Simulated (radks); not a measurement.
The numbers below are computed, except where a source is named.
Spherical quantum dot in the effective-mass picture: electrons in a parabolic well V = omega^2 r^2 / 2 with omega = 4.13, all in effective atomic units (hartree* = m*/eps^2 hartree, bohr* = eps/m* bohr), one dielectric constant everywhere. Level of theory: non-relativistic Kohn-Sham, LDA (Slater exchange, Perdew-Wang correlation), spin-polarised, spherical densities (a radial shooting solver with Libxc functionals). Levels are named by radial order and angular momentum (1s, 1p, 1d, 2s, ...), and open shells are averaged over m. Results are scaled to m* = 0.035 and eps = 12.3, for which hartree* = 6.295 meV and bohr* = 18.6 nm.

N = 26, configuration 1s2 1p6 1d10 2s2 1f(up 6, down 0). This is the lowest configuration that the search found. Occupied and some empty levels:

| level | occupation | eigenvalue (meV) | <r> (nm) |
|---|---|---|---|
| 1s up | 1 | 196.40 | 13.38 |
| 1s down | 1 | 196.92 | 13.25 |
| 1p up | 3 | 212.00 | 17.21 |
| 1p down | 3 | 212.83 | 17.11 |
| 1d up | 5 | 228.76 | 20.00 |
| 1d down | 5 | 229.77 | 19.96 |
| 2s up | 1 | 230.74 | 17.94 |
| 2s down | 1 | 231.49 | 17.99 |
| 1f up | 6 | 246.60 | 22.25 |
| 1f down | 0 | 247.68 | 22.25 |
| 2p up | 0 | 249.79 | 20.26 |
| 2p down | 0 | 250.52 | 20.31 |
| 1g up | 0 | 265.40 | 24.17 |
| 1g down | 0 | 266.49 | 24.20 |
| 2d up | 0 | 269.51 | 22.41 |
| 2d down | 0 | 270.24 | 22.43 |

Energy (meV): total 4106.57, kinetic 787.15, external 1633.9, Hartree 1846.7, exchange-correlation -161.25.
